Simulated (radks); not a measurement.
The mean radii <r> (bohr) of the occupied orbitals of an atom or ion are listed with their occupations. All-electron calculation, scalar-relativistic Kohn-Sham, Slater X-alpha with alpha = 0.654, spin-unpolarised, spherical densities, finite nucleus; Fermi nuclear charge, rms radius of each element as measured or else 0.836 A^(1/3) + 0.57 fm. Program: a radial shooting solver on a logarithmic mesh with Libxc functionals.

| orbital | occ. | <r> |
|---|---|---|
| 1s | 2 | 0.01775 |
| 2s | 2 | 0.07496 |
| 2p | 6 | 0.06731 |
| 3s | 2 | 0.1941 |
| 3p | 6 | 0.1947 |
| 3d | 10 | 0.1763 |
| 4s | 2 | 0.4323 |
| 4p | 6 | 0.4599 |
| 4d | 10 | 0.4896 |
| 5s | 2 | 1.006 |
| 4f | 14 | 0.5576 |
| 5p | 6 | 1.171 |
| 5d | 6 | 1.776 |
| 6s | 1 | 2.806 |

Name the element and its charge.

Answer. Z = 76, osmium, charge +1: Os+ in [Xe] 4f14 5d6 6s1. The 1s radius gives Z: for a bare nucleus <r> = (2 gamma + 1)/(2Z) with gamma = sqrt(1 - (Z/c)^2), 0.01753 bohr for Z = 76, and screening makes it slightly larger (0.01775 here). The occupations add up to 75, and the charge is Z minus that.
